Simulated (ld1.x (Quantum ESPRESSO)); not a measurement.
# Ranking ultrasoft potentials for F

All share these settings but for the change named:

```json
{
  "Element": "fluorine (F)",
  "Generator": "ld1.x (Quantum ESPRESSO) 7.5",
  "Type": "ultrasoft",
  "Functional": "BP86",
  "Relativity": "scalar-relativistic",
  "Frozen core": "[He]",
  "Valence charge": "7",
  "Reference configuration": "2s1 2p6",
  "Partial waves": "2s (bound): rcut 0.65, rcutus 0.85 bohr; 2s channel at 0.05 Ry: rcut 0.65, rcutus 0.85 bohr; 2p (bound): rcut 0.85, rcutus 1.20 bohr; 2p channel at -0.55 Ry: rcut 0.85, rcutus 1.20 bohr; 3d channel at -0.1 Ry: rcut 0.80, rcutus 0.95 bohr; 3d channel at 1.25 Ry: rcut 0.80, rcutus 0.95 bohr",
  "Local potential": "all-electron potential smoothed inside 0.70 bohr (lloc = -2)",
  "Core correction": "none",
  "Augmentation charge": "PSQ, radius 0.55 bohr"
}
```

Test errors are all-electron minus pseudo excitation energies from the reference, over 2s2 2p5; 2s2 2p4; 2s2 2p3; 2s2 2p5.3; 2s2 2p4.5; 2s2 2p1; 2s2 2p2. None of these files shows a bound ghost.

The base gives 203.2 meV.

Of 9 variants that were run, those that failed, showed a ghost or another fault, or gave nearly equal values are left out.

A variant can come out equal or close to the base, since the largest error may sit in a test that the change hardly touches while other tests move.

Problem. Rank these variants by their largest absolute test error, smallest first.
A. wave 2p channel at -0.55 Ry: rcut 0.85, rcutus 1.20 bohr becomes 2p channel at 5.74 Ry: rcut 0.85, rcutus 1.20 bohr
B. wave 2p channel at -0.55 Ry: rcut 0.85, rcutus 1.20 bohr becomes 2p channel at 3.45 Ry: rcut 0.85, rcutus 1.20 bohr
C. wave 2p channel at -0.55 Ry: rcut 0.85, rcutus 1.20 bohr becomes 2p channel at 0.78 Ry: rcut 0.85, rcutus 1.20 bohr

Solution. C (201.5 meV), B (238.4 meV), A (496.6 meV).
